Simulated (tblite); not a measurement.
Compound: C8H10O2.
Structure used (GFN2-xTB), in Å, numbered top down from 1:
```xyz
20
C8H10O2 angstrom
C      3.5189    1.3423   -0.9222
C      2.9577    0.3050   -0.3048
C      1.5354    0.1009   -0.2284
C      0.9689   -0.9494    0.3852
C     -0.4580   -1.1815    0.4715
C     -0.9961   -2.2282    1.0992
O     -1.2234   -0.2361   -0.2110
C     -2.3694    0.2430    0.2983
C     -2.9648    1.2496   -0.6534
O     -2.8373   -0.0650    1.3587
H      4.5864    1.4685   -0.9688
H      2.9237    2.1004   -1.4043
H      3.5778   -0.4435    0.1716
H      0.9101    0.8449   -0.7029
H      1.5841   -1.7007    0.8597
H     -0.3639   -2.9425    1.5937
H     -2.0571   -2.3861    1.1536
H     -2.3244    2.1283   -0.6910
H     -3.0214    0.8246   -1.6521
H     -3.9524    1.5361   -0.3063
```

Level: GFN2-xTB in tblite, geometry and Hessian alike; calculated harmonic values, unscaled, isolated species. Against measured fundamentals such values can be off by several per cent, at times by over 20. One conformer, not necessarily the lowest.

Harmonic wavenumbers (cm⁻¹): 26.8, 28.5, 71.1, 74.6, 122.7, 160.2, 197.2, 205.5, 284.7, 338.5, 390.7, 500.7, 520.6, 539.2, 573.6, 636.6, 669.6, 690.1, 801.0, 859.6, 874.2, 883.9, 941.0, 962.2, 972.3, 976.0, 1003.8, 1013.9, 1029.1, 1174.1, 1178.1, 1218.8, 1251.1, 1282.2, 1295.3, 1366.0, 1387.8, 1410.2, 1443.5, 1447.8, 1625.8, 1640.1, 1662.5, 1789.7, 3030.2, 3043.8, 3055.8, 3070.9, 3071.0, 3082.9, 3102.4, 3132.7, 3135.2, 3169.9.

A = 2361, B = 676.3, C = 548.4 MHz; mass 138.068 u (most abundant isotopes); point group C1, symmetry number 1.

Task: What is the zero-point energy?

Result: ½Σν̃ = 34208 cm⁻¹ = 97.81 kcal/mol.

Task: Entropy at 200 K, 1 bar (ideal gas, RRHO, classical rotation)?

Result: Translation 38.72, rotation 29.10, vibration 27.33: S = 95.1 cal/(mol K).

Task: And Cp and H(200 K) − H(0)?

Result: Cp = 31.74 cal/(mol K), of which vibrations give 23.79 (their classical limit is 54 R = 107.3); H(200 K) − H(0) = 4.24 kcal/mol without the zero-point energy, 2.65 from vibrations.

Task: Which modes carry the vibrational entropy at 200 K?

Result: 26.8 cm⁻¹: 5.26; 28.5 cm⁻¹: 5.14; 71.1 cm⁻¹: 3.34; 74.6 cm⁻¹: 3.25; 122.7 cm⁻¹: 2.30; 160.2 cm⁻¹: 1.81 cal/(mol K); the other 48 give 6.23 together.

Task: What must be added to the electronic energy to get the Gibbs energy at 200 K and 1 bar?

Result: ZPE + [H(200 K) − H(0)] − T·S = 97.81 + 4.24 − 19.03 = 83.02 kcal/mol.

Hindered rotation and anharmonicity are outside this model. Other conformers, if any are populated, would add a mixing term that is left out. The structure is chiral; the term R ln 2 for an equal mix with its mirror image is left out.
